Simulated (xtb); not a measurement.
O (SMILES [O]), triplet. Base run: GFN2-xTB in xtb.

xtb was given this input:
```
$ xtb mol.xyz --gfn 2 --uhf 2 --json

# file mol.xyz
1

O      0.00000000     0.00000000     0.00000000
```

Variants of this job, named by their change:

```csv
change,ΔE vs base (mEh),G_solv (kcal/mol),SCF cycles
base,0.000,-,3
acc = 0.0001,0.000,-,3
acc = 0.1,0.000,-,3
file = coord,0.000,-,3
alpb = thf,1.773,1.11,3
etemp = 5000,-28.422,-,3
gbsa = water,3.888,2.44,3
acc = 30,0.000,-,3
```

ALPB and GBSA are two models with their own fitted parameters for each solvent, which aren't always the measured dielectric constant.
